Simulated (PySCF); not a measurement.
MgF, SMILES [F][Mg], multiplicity 2. The structure is a stationary point at PBE-D3(BJ)/def2-TZVPD. The multiplicity is an assumed one; other spin states were not compared.

All values below come from PBE-D3(BJ)/def2-TZVPD (PySCF).

Harmonic wavenumbers (cm⁻¹): 664. Rotational constants (GHz): 14.85 (linear); symmetry number 1.

### Question
Work out the zero-point energy and the ideal-gas rigid-rotor harmonic-oscillator thermochemistry at 298.15 K and 1 atm.

### Answer
ZPE = ½ Σ hcν = ½ × 664 cm⁻¹ = 0.95 kcal/mol. H − E(el) = 3.10 kcal/mol. Entropy in cal/(mol K): translation 37.22, rotation 13.98, vibration 0.35, spin 1.38, total 52.94. G − E(el) = -12.68 kcal/mol. Cp = 7.86 cal/(mol K).
